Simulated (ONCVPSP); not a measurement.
nickel (Ni), ONCV: configuration errors across variants

* Element: nickel (Ni)
* Generator: ONCVPSP 4.0.1
* Type: optimised norm-conserving Vanderbilt (ONCV)
* Functional: LDA (Perdew-Zunger)
* Relativity: fully relativistic
* Frozen core: [Ne] 3s2
* Valence charge: 16
* Reference configuration: 3p6 3d8 4s2
* Partial waves: 4s: rc 2.40 bohr, ncon 4, nbas 9, qcut 3.1 1/bohr, 3 projectors, debl 2.7 Ha; 3p: rc 0.90 bohr, ncon 4, nbas 8, qcut 13.4 1/bohr, 2 projectors, debl 1 Ha; 3d: rc 1.20 bohr, ncon 4, nbas 9, qcut 10.8 1/bohr, 2 projectors, debl 1 Ha; f scattering state at 0.06 Ha: rc 2.50 bohr, ncon 4, nbas 8, qcut 5 1/bohr, 3 projectors, debl 1.3 Ha
* Local potential: polynomial inside 0.90 bohr (lpopt 5, dvloc0 0 Ha)
* Core correction: Teter function, fcfact 1.5, rcfact 1.05

Open shells are filled in proportion to 2j + 1.

In the p channel the program set the typed energies aside and used -2.591, 0.250 Ha (j = l + 1/2; the other j can differ).

All-electron excitation energies from the reference (eV): (1) 3p6 3d8 4s1 9.601; (2) 3p6 3d8 4s0 27.261; (3) 3p6 3d7 4s0 65.058; (4) 3p6 3d8 4s1 4p1 4.679.

A true bound ghost makes a file unfit for plane-wave use even where its test errors are small: the radial tests pick states by their node count and pass the ghost by.

Errors AE − PS in meV (a dash: test not solved or not reliable):

```
      change   (1)  (2)   (3)   (4)  bound ghosts  GHOST(+) flags above zero
        base  -5.3  -36  -7.9  -6.4          none                          s
 p: qcut 8.1  -5.3  -36  -7.9  -6.0          none                          s
p: qcut 10.4  -5.3  -36  -8.0  -6.2          none                          s
p: qcut 12.6  -5.3  -36  -7.9  -6.3          none                          s
  p: qcut 16  -5.3  -36  -7.9  -6.1          none                          s
p: qcut 18.3  -5.3  -36  -7.9  -6.3          none                          s
p: qcut 19.3  -5.3  -36  -7.9  -6.5          none                          s
```

Task: Give the same row for: p: qcut 14.

Result: -5.3, -36, -7.9, -10; bound ghosts: p1/2; GHOST(+) flags above zero: s.
